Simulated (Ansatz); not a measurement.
A structure relaxed at r2SCAN-D4/def2-SVP in Ansatz, charge 0, doublet:

Cartesian coordinates in Å:
```
Al 0.6626 -1.0863 0.7032
Si -0.1215 0.2591 2.6455
Si -0.2854 1.3076 0.6433
Si -0.3545 -2.3573 -1.1790
Si -0.4014 -0.1071 -1.4282
Si 0.5003 1.9840 -1.3847
```

**Question.** Give its formula and point group.

**Answer.** AlSi5. Point group Cs (tolerance 0.1 Å).

**Question.** Summarise the bond lengths by kind (pairs closer than 1.2 times the sum of covalent radii, bridged metal pairs left out).

**Answer.** 5 × Si–Si 2.26 to 2.51 Å; 4 × Al–Si 2.49 to 2.58 Å.

The relaxation made no stability test and no search for a lower SCF solution. Another isomer (doublet) lies 2.07 eV lower at PBE0-D4/def2-TZVP; other spin states weren't run for this one.
